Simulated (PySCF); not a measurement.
# Selenium: a sound run and one with changed settings

Sound run: Se [Ar] 3d10 4s2 4p4, Se+ [Ar] 3d10 4s2 4p3. All numbers are calculated (PySCF 2.14, the non-relativistic Hamiltonian (point nucleus), in def2-TZVP). In the sound run the correlated levels freeze [Ar] 3d10. The sound run starts from symmetry-adapted Hartree-Fock orbitals and uses a fine grid where one is needed.

Changed run: initial guess minao, at most 50 SCF cycles.

| species | method | sound run (hartree) | changed run (hartree) | converged |
| --- | --- | --- | --- | --- |
| Se | UHF | -2399.82719 | -2399.82719 | yes |
| Se | MN15 | -2401.81624 | -2401.81624 | yes |
| Se | CCSD(T) | -2399.94997 | -2399.94997 | yes |
| Se+ | PBE0 | -2400.84988 | -2400.84988 | yes |
| Se+ | MP2 | -2399.58745 | -2399.58745 | yes |

Here the plain start reaches the same solutions.
